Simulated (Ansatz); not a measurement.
Species: [In(F)3(pyridine)] (charge 0, multiplicity 1).

Question: Give a relaxed geometry from PBE0-D4/def2-SVP run with Ansatz (a first-principles code).

Answer: Several could match; the one computed here: the end point of this relaxation, one of several conformers.
Z-matrix (Å, degrees):
```
N
C 1 1.3376
C 1 1.3376 2 120.79
C 3 1.3887 1 121.26 2 1.95
C 2 1.3888 1 121.25 3 -1.96
H 4 1.0911 3 119.91 1 179.79
H 5 1.0911 2 119.91 1 -179.77
C 5 1.3935 7 121.46 2 179.54
H 8 1.0927 5 120.29 7 0.49
H 2 1.0940 1 115.82 3 176.89
H 3 1.0940 1 115.83 2 -176.86
In 1 2.2452 2 119.54 10 -0.08
F 12 1.9560 1 109.45 2 -91.51
F 12 1.9656 13 114.30 1 102.35
F 12 1.9656 13 114.28 14 155.23
```
